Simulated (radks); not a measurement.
Values are calculated unless marked as measured or tabulated.
Ionisation of neutral promethium, [Xe] 4f5 6s2, to Pm+, [Xe] 4f5 6s1, under several functionals. Scalar-relativistic Kohn-Sham, spin-polarised, spherical densities, finite nucleus; open shells are filled with parallel spins first (spin-orbit coupling, left out, can overturn this in heavy ions); a radial shooting solver on a logarithmic mesh with Libxc functionals. Known Delta-SCF values: PBEsol 5.492 eV; HCTH/407 5.985 eV. What does exchange-only LDA give, and what is its highest occupied eigenvalue?

Answer. 4.663 eV by Delta-SCF; the 4f eigenvalue is -2.174 eV. NIST: 5.582 eV (measured).
